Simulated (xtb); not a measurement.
Here is a job for xtb.
```
$ xtb coord --gfn 2 --chrg 1 --uhf 1 --json

# file coord
$coord
     -1.7273659772       0.2221865522      -2.2193161682  as
      1.0667153429       2.5882508010       0.3487125980  as
      1.7376582004      -2.1265842081      -0.6455291592  as
     -1.0770075662      -0.6838531451       2.5161327294  as
$end
```

**Question.** What does this run give for the total energy, partial charges in atom order?

**Answer.** 
```json
{
 "total_energy": "-9.0945 Eh",
 "partial_charges_in_atom_order": "As1 0.25, As2 0.25, As3 0.25, As4 0.25"
}
```
